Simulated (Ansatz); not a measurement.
Reaction (ligand exchange at the Si–O bond): `C[SiH2]O[SiH2]F` + `[BH2][AlH][OH]` → `[BH2][AlH][O][SiH2]C` + `O[SiH2]F`

Computed with Ansatz on PBE0-D4/def2-TZVP structures; ΔE is electronic, products minus reactants. CCSD(T)/CBS adds triple-zeta CCSD(T) − MP2 to the extrapolated MP2 energy (def2 sets, frozen cores). Functionals use def2-TZVPP. One conformer a species, not always the lowest.

```json
{"level": "PBE0", "ΔE (kJ/mol)": "-3.7"}
{"level": "MP2/def2-TZVPP", "ΔE (kJ/mol)": "-2.5"}
{"level": "HF/def2-QZVPP", "ΔE (kJ/mol)": "-4.0"}
{"level": "MP2/CBS(def2)", "ΔE (kJ/mol)": "-1.4"}
```

What does CCSD(T)/CBS give? (Estimate.)

The calculation gave: -1.6 kJ/mol. The listed levels differ from it by -2.1, -0.9, -2.4, 0.2 kJ/mol.

Largest T1 diagnostic among the species: 0.012.
